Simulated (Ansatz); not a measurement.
Frontier orbitals of `[CH3][SnH]([CH3])[C](C)(C)C`.

Z-matrix (Å, degrees):
```
C
Sn 1 2.147
H 1 1.091 2 110.1
H 1 1.091 2 110.5 3 -120.2
H 1 1.091 2 110.2 3 119.8
C 2 2.179 1 109.8 3 60.7
C 2 2.147 1 109.5 3 -59.9
H 2 1.722 1 109.4 3 -179.9
C 6 1.522 2 109.1 1 -179.9
C 6 1.522 2 109.1 1 59.9
C 6 1.523 2 108.8 1 -60.0
H 7 1.091 2 110.5 1 -179.7
H 7 1.091 2 110.2 1 -59.7
H 7 1.091 2 110.1 1 60.1
H 9 1.099 6 110.2 2 -180.0
H 9 1.094 6 112.0 2 60.7
H 9 1.094 6 112.0 2 -60.6
H 10 1.094 6 112.0 2 60.6
H 10 1.094 6 112.0 2 -60.7
H 10 1.099 6 110.2 2 -180.0
H 11 1.094 6 112.1 2 60.8
H 11 1.094 6 112.1 2 -60.7
H 11 1.099 6 110.2 2 -180.0
```

Total charge 0; spin multiplicity 1. Correlated methods include outer-core shells of Sn, which these sets cover unevenly. Sn takes the def2 core potential. The geometry is a stationary point of PBE0-D4/def2-TZVP. Basis def2-TZVPP, the Gaussian-basis code of Ansatz.

```
functional  HOMO (eV)  LUMO (eV)  gap (eV)
       PBE      -5.77      -0.15      5.62
    B97M-V      -6.04      -0.09      5.95
      PBE0      -6.85       0.64      7.49
     B3LYP      -6.68       0.33      7.01
   ωB97M-V      -8.96       1.92     10.88
```

Against PBE, PBE0 changes HOMO and LUMO by −1.08 and +0.79 eV, ωB97M-V by −3.20 and +2.07 eV. A gap of 5.62 eV thus becomes 10.88 eV for the same molecule, so an orbital gap means little without its functional. A positive LUMO is unbound and depends on the basis.

B3LYP here is the variant with VWN-RPA as its local correlation; programs differ in this.
